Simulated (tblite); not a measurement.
C6H8Si.
Atom-mapped SMILES: `[CH2:1]=[C:2]=[CH:3][C:4]#[C:5][SiH2:6][CH3:7]` (hydrogens: H8, H9 on C1; H10 on C3; H11, H12 on Si6; H13, H14, H15 on C7)

Computed with GFN2-xTB (tblite), gas phase: L-BFGS steps from a force-field or distance-geometry start until the largest atomic force falls under 0.01 eV/Å.

The end geometry, which sets the zero of energy:
```
atom  x, y, z in Å
C1      3.4273    0.6830   -1.4854
C2      2.7586    0.8290   -0.3905
C3      2.0745    0.9730    0.7133
C4      0.7345    0.5492    0.8465
C5     -0.4135    0.1919    0.9802
Si6    -2.1646   -0.3625    1.1540
C7     -2.7049   -1.1236   -0.4989
H8      4.0119   -0.2023   -1.6819
H9      3.4344    1.4403   -2.2541
H10     2.5228    1.4340    1.5864
H11    -2.2381   -1.3634    2.2279
H12    -2.9990    0.8033    1.4785
H13    -3.7342   -1.4691   -0.4548
H14    -2.6324   -0.4014   -1.3075
H15    -2.0816   -1.9735   -0.7630
```

**Question.** These geometries come from the run, each turned onto the end geometry. Order them by energy, lowest first.
A.
```
atom  x, y, z in Å
C1      3.3935    0.6748   -1.4786
C2      2.7783    0.8494   -0.3571
C3      2.1159    1.0042    0.7571
C4      0.7752    0.5793    0.8898
C5     -0.3721    0.2002    0.9654
Si6    -2.1244   -0.3594    1.1205
C7     -2.7177   -1.1311   -0.5090
H8      3.9561   -0.2236   -1.6779
H9      3.3782    1.4217   -2.2559
H10     2.5889    1.4642    1.6162
H11    -2.2361   -1.3703    2.1768
H12    -2.9923    0.7803    1.4355
H13    -3.7500   -1.4600   -0.4140
H14    -2.6752   -0.4240   -1.3334
H15    -2.1225   -1.9978   -0.7849
```
B.
```
atom  x, y, z in Å
C1      3.3995    0.6752   -1.4800
C2      2.7670    0.8396   -0.3666
C3      2.0941    0.9916    0.7431
C4      0.7543    0.5638    0.8697
C5     -0.3938    0.1959    0.9696
Si6    -2.1442   -0.3641    1.1289
C7     -2.7140   -1.1312   -0.5103
H8      3.9694   -0.2190   -1.6787
H9      3.3922    1.4290   -2.2522
H10     2.5447    1.4515    1.6149
H11    -2.2019   -1.3632    2.2058
H12    -2.9655    0.8111    1.4541
H13    -3.7446   -1.4678   -0.4423
H14    -2.6563   -0.4154   -1.3249
H15    -2.1053   -1.9890   -0.7805
```
C.
```
atom  x, y, z in Å
C1      3.3961    0.6746   -1.4791
C2      2.7693    0.8447   -0.3622
C3      2.1079    0.9996    0.7560
C4      0.7657    0.5736    0.8893
C5     -0.3833    0.2014    0.9732
Si6    -2.1370   -0.3631    1.1228
C7     -2.7157   -1.1331   -0.5140
H8      3.9629   -0.2201   -1.6876
H9      3.3886    1.4198   -2.2605
H10     2.5648    1.4615    1.6253
H11    -2.2132   -1.3717    2.1931
H12    -2.9771    0.8033    1.4429
H13    -3.7478   -1.4624   -0.4231
H14    -2.6685   -0.4231   -1.3354
H15    -2.1171   -1.9970   -0.7898
```
D.
```
atom  x, y, z in Å
C1      3.4020    0.6723   -1.4789
C2      2.7553    0.8464   -0.3664
C3      2.1387    1.0062    0.7692
C4      0.7848    0.5812    0.8602
C5     -0.3548    0.2037    0.9675
Si6    -2.1308   -0.3753    1.0787
C7     -2.7198   -1.1282   -0.5025
H8      3.9532   -0.2321   -1.6648
H9      3.3648    1.4326   -2.2482
H10     2.6092    1.4735    1.6208
H11    -2.2525   -1.3717    2.1754
H12    -3.0052    0.7688    1.4360
H13    -3.7640   -1.4630   -0.3978
H14    -2.6673   -0.4150   -1.3266
H15    -2.1179   -1.9916   -0.7719
```
E.
```
atom  x, y, z in Å
C1      3.3959    0.6737   -1.4773
C2      2.7730    0.8482   -0.3642
C3      2.1225    1.0050    0.7638
C4      0.7802    0.5806    0.8781
C5     -0.3668    0.2006    0.9654
Si6    -2.1232   -0.3622    1.1110
C7     -2.7198   -1.1310   -0.5083
H8      3.9540   -0.2264   -1.6717
H9      3.3722    1.4260   -2.2521
H10     2.5989    1.4681    1.6171
H11    -2.2441   -1.3692    2.1732
H12    -2.9973    0.7724    1.4345
H13    -3.7573   -1.4616   -0.4072
H14    -2.6724   -0.4194   -1.3320
H15    -2.1201   -1.9967   -0.7799
```

**Answer.** B (0.003 eV), C (0.006 eV), A (0.012 eV), E (0.021 eV), D (0.085 eV).

In the order of the answer:

```tsv
step	E above end (eV)	largest force (eV/Å)	rms force component (eV/Å)	rms distance from end (Å)	rms bond change (Å)	bond most changed (Å)
19	0.003	0.05	0.016	0.034	0.000	Si6–C7 -0.001
11	0.006	0.07	0.024	0.046	0.002	C5–Si6 +0.003
6	0.012	0.12	0.042	0.054	0.001	Si6–H11 -0.003
4	0.021	0.52	0.127	0.057	0.004	Si6–C7 -0.009
0	0.085	1.57	0.399	0.062	0.017	Si6–C7 -0.051
```

What follows is the cost of the whole relaxation. Hardware: one thread, Arm Neoverse V2 (aarch64), no GPU, shared host. Cost: 0.21 s wall.
